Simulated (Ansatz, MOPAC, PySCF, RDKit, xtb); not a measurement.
Dimer: ethylamine (SMILES CCN) (first 10 atoms) with NH3 (SMILES N); geometry from B3LYP-D3(BJ)/def2-TZVP, rigid monomers moved along the line of their centres of mass till N3···H14 is 2.52 Å.
(charge 0, multiplicity 1):
```xyz
14

C      1.3411     0.2681     0.3568
C     -0.1120     0.6768     0.1757
N     -1.0094    -0.3729     0.6788
H      2.0087     1.0483    -0.0130
H      1.5587     0.0941     1.4108
H      1.5605    -0.6468    -0.2013
H     -0.2981     0.9239    -0.8788
H     -0.3093     1.5816     0.7555
H     -1.9799    -0.1173     0.5373
H     -0.8553    -1.2390     0.1737
N      0.0076    -0.2140     4.0265
H      0.2795    -1.1060     4.4243
H     -0.6818     0.1905     4.6500
H     -0.4503    -0.4022     3.1341
```

```csv
level,interaction energy (meV),cost
MMFF94,-98.1,-
GFN-FF,-207.7,-
PM6,-104.7,-
GFN1-xTB,-105.6,-
HF/3-21G (no counterpoise),-247.6,-
HF/aug-cc-pVDZ,-81.6,-
PBE-D4/def2-TZVPPD,-175.4,×1
r2SCAN/def2-TZVPPD,-141.1,×2
r2SCAN-D3(BJ)/def2-TZVPPD,-159.0,×2
B3LYP/3-21G (no counterpoise),-317.5,-
B3LYP/6-311+G** (no counterpoise),-130.4,-
PBE0-D3(BJ)/def2-TZVPPD,-168.8,×1
M06-2X/6-31G* (no counterpoise),-219.3,-
CCSD(T)/aug-cc-pVDZ,-145.2,×10
```

The rows run from -317.5 (B3LYP/3-21G (no counterpoise)) to -81.6 meV (HF/aug-cc-pVDZ). The dispersion term adds -18.0 in r2SCAN-D3(BJ).

Monomers are frozen at their geometry in the pair; levels with a basis set take the counterpoise correction. Rows marked so take none.

Frozen-core correlation. Rows in 3-21G, 6-311+G**, 6-31G* carry no dispersion term and start afresh at each structure (6-31G* with six Cartesian d functions). The state that PM6 reach isn't checked.

Programs: Ansatz (a first-principles code) with Gaussian orbitals; MOPAC for PM6 (differences of heats of formation); PySCF for 3-21G rows, 6-311+G** rows, 6-31G* rows, the dispersion terms; RDKit for the force fields; xtb for the GFN methods. Values without a source in brackets are computed.

Costs are rough ratios of core time to PBE/def2-TZVPPD (about 13 s over the structures, on one shared machine); a dash marks a level with no comparable run of its own.
